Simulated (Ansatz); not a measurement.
Two isomers of C2H8NSb: A = `C[CH](N)[SbH2]`, B = `CC[NH][SbH2]`.

Gas-phase electronic energies from Ansatz, PBE0-D4/def2-TZVP geometries. CBS: MP2 limit from def2 TZ/QZ plus the TZ coupled-cluster correction, frozen cores. Functionals use def2-TZVPP. B3LYP here is the variant with VWN-RPA as its local correlation; programs differ in this. def2 core potentials past Kr. For Sb outer-core shells are correlated without core-valence functions, which leaves a few kJ/mol of doubt a bond. Each species was taken in one conformer, which may not be the lowest.

Which is lower in electronic energy at CCSD(T)/CBS, and by how much? (Estimate.)

Ansatz gave: B, by 3.1 kcal/mol.

Give E(B) − E(A) in kcal/mol with B2PLYP, B3LYP-D4, CCSD/def2-TZVPP, CCSD(T)/def2-TZVPP, r2SCAN-D4, PBE0-D4, MP2/def2-TZVPP. (Estimate.)

Ansatz gave: B2PLYP -4.0, B3LYP-D4 -3.4, CCSD/def2-TZVPP -3.6, CCSD(T)/def2-TZVPP -3.1, r2SCAN-D4 -2.7, PBE0-D4 -2.4, MP2/def2-TZVPP -2.8. None reverses the order clearly.

Largest T1 diagnostic: 0.012.

In def2-TZVPP, CCSD(T) changes the Hartree–Fock value by +3.4 kcal/mol (the triples alone add +0.5 kcal/mol) and MP2 by +3.7 kcal/mol. The D4 term adds +0.8 kcal/mol with B3LYP and +0.4 kcal/mol with PBE0; it sums over pairs of atoms, weighted by their polarisabilities, and B3LYP, whose exchange is more repulsive, gets the larger term.
